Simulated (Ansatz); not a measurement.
Gas-phase reaction R1 → P1 + P2, each structure at its B3LYP-D3(BJ)/def2-TZVP stationary point, reached from a drawn start (curvature not checked).
R1, Cl4Se (SMILES Cl[Se](Cl)(Cl)Cl) (charge 0, multiplicity 1, Z-matrix in Å and degrees):
```
Se
Cl 1 2.1688
Cl 1 2.1688 2 101.52
Cl 1 2.3561 2 92.31 3 -92.84
Cl 1 2.3561 2 92.31 4 -174.33
```
P1, Cl2Se (SMILES Cl[Se]Cl) (charge 0, multiplicity 1):
| atom | x (Å) | y (Å) | z (Å) |
|---|---|---|---|
| Se | 0.0050 | 0.0049 | -0.9155 |
| Cl | 1.6852 | -0.0061 | 0.4670 |
| Cl | -1.6902 | 0.0012 | 0.4486 |
P2, Cl2 (SMILES ClCl) (charge 0, multiplicity 1):
```tsv
atom	x (Å)	y (Å)	z (Å)
Cl	0.0000	0.0000	1.0068
Cl	0.0000	0.0000	-1.0068
```

P less R. No zero-point or thermal terms; no spin–orbit coupling.

Frozen-core correlation throughout. In cc and def2 sets filled d and f shells under p-block atoms count as core.

The values were computed with Ansatz (Gaussian basis) for Hartree–Fock, density functionals and correlated methods. No computed number here is a measurement.

Q: One of these levels gives 8.83 kcal/mol for the reaction energy. Which?
(A) r2SCAN/def2-TZVPP
(B) MP2/def2-QZVPP
(C) HF/def2-TZVPP
(D) wB97M-V/def2-TZVPP

A: D, wB97M-V/def2-TZVPP. The others give -11.26 (HF/def2-TZVPP), 22.13 (r2SCAN/def2-TZVPP), 17.12 (MP2/def2-QZVPP)

Ansatz is a quantum-chemistry and plane-wave program.
